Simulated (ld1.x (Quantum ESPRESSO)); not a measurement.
## Varying the TM semilocal potential for Mo

Base potential:

- Element: Mo (Z = 42)
- Generator: ld1.x (Quantum ESPRESSO) 7.5
- Type: norm-conserving Troullier–Martins (semilocal form)
- Functional: LDA (PZ)
- Relativity: scalar-relativistic
- Frozen core: [Kr]
- Valence charge: 6
- Reference configuration: 4d5 5s1 5p0
- Partial waves: 5s (bound): rc 3.25 bohr; 5p (bound, empty): rc 3.25 bohr; 4d (bound): rc 2.30 bohr
- Local potential: the d channel
- Core correction: none

All-electron outer shells of the reference configuration (LDA (PZ), scalar-relativistic, ld1.x):

```tsv
shell	level (eV)	outermost node (bohr)	outermost maximum (bohr)
4s	-64.42	0.51	0.99
4p	-38.59	0.52	1.06
5s	-4.33	1.34	2.93
4d	-3.94	0.53	1.38
5p	-1.16	1.54	4.05
```

Cutoffs, loose and tight: the cutoffs (Ry, on a coarse ladder) from which the occupation-weighted sum of valence levels, in a spherical-Bessel basis at the reference potential, stays within 10 and 1 mRy of its value at 400 Ry. They do not see the model core or the augmentation charge, which bear on the density cutoff. Test errors are all-electron minus pseudo excitation energies from the reference, over the configurations 4d5 5s0 5p0; 4d4 5s0 5p0; 4d3 5s0 5p0; 4d2 5s0 5p0; 4d4 5s1 5p1; 4d5.5 5s0.5 5p0; 4d6 5s0 5p0 (two spin-polarised tests are not counted in the largest error). A dash means not determined; rows that change the core or the reference have their own tests.

A semilocal file is local in each channel, so a ghost entry of none says nothing of the separable form that plane-wave codes build from it.

| change | outcome | cutoff, loose | cutoff, tight | bound ghosts | largest test error (meV) |
| --- | --- | --- | --- | --- | --- |
| base | generated | 35 Ry | 40 Ry | none | -33 |
| wave 5s (bound): rc 3.25 bohr becomes 5s (bound): rc 2.12 bohr | generated | 35 Ry | 40 Ry | none | -60 |
| wave 5s (bound): rc 3.25 bohr becomes 5s (bound): rc 2.52 bohr | generated | 35 Ry | 40 Ry | none | -36 |
| wave 5s (bound): rc 3.25 bohr becomes 5s (bound): rc 2.90 bohr | generated | 35 Ry | 40 Ry | none | -37 |
| wave 5s (bound): rc 3.25 bohr becomes 5s (bound): rc 3.12 bohr | generated | 35 Ry | 40 Ry | none | -35 |
| wave 5s (bound): rc 3.25 bohr becomes 5s (bound): rc 3.74 bohr | generated | 35 Ry | 40 Ry | none | -159 |
| wave 5s (bound): rc 3.25 bohr becomes 5s (bound): rc 4.26 bohr | generated | 35 Ry | 40 Ry | none | -380 |
| wave 5s (bound): rc 3.25 bohr becomes 5s (bound): rc 4.44 bohr | generated | 35 Ry | 40 Ry | none | -493 |
| wave 5s (bound): rc 3.25 bohr becomes 5s (bound): rc 4.90 bohr | generated | 35 Ry | 40 Ry | none | -751 |

(1) What comes out with this change to the base: wave 5s (bound): rc 3.25 bohr becomes 5s (bound): rc 3.46 bohr?

Results:

(1) outcome: generated; cutoff, loose: 35 Ry; cutoff, tight: 40 Ry; bound ghosts: none; largest test error (meV): -70.

Reading the sweep of the s radius (base included, trends over the rows without a ghost): The loose cutoff stays near 35 Ry. The median size of the test errors (rows with all tests solved) is not monotonic: lowest 6.6 meV at 3.12 bohr, highest 49.7 meV at 4.9 bohr.
